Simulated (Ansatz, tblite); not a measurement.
Species of one formula, WN4H6 (singlet), each relaxed with r2SCAN-D4/def2-SVP in Ansatz.

In the def2 sets W takes a core potential; there is no spin–orbit coupling. The xTB rows come from tblite. LC-ωPBE has ω = 0.4 bohr⁻¹.

Run but left out: HF/def2-SVP, HF/def2-TZVP, MP2/def2-SVP, MP2/def2-TZVP, CCSD/def2-SVP, CCSD(T)/def2-SVP (A: restricted singlet, unstable towards broken spin symmetry); B2PLYP/def2-TZVP (A: restricted singlet, unstable in another Hartree–Fock run and untested here).

A: The restricted singlet is unstable towards broken spin symmetry in Hartree–Fock (as tested in another run); at PBE-D4/def2-SVP, PBE-D4/def2-TZVP, r2SCAN-D4/def2-TZVP, B97M-V/def2-TZVP and others this wasn't settled.

Other spin states weren't relaxed.

A: WN(NH2)3 (WN4H6)

B: W(NH)2(NH2)2 (WN4H6)

Estimate which lies lowest at each level, and how far above it the others are (eV).


```
              level     A     B
           GFN1-xTB  0.70  0.00
           GFN2-xTB  1.25  0.00
    PBE-D4/def2-SVP  0.00  0.08
   PBE-D4/def2-TZVP  0.00  0.05
r2SCAN-D4/def2-TZVP  0.00  0.04
   B97M-V/def2-TZVP  0.00  0.03
   PBE0-D4/def2-SVP  0.00  0.12
  PBE0-D4/def2-TZVP  0.00  0.06
  LC-ωPBE/def2-TZVP  0.00  0.04
```
Point groups (tolerance 0.1 Å): A C3v, B C2v.
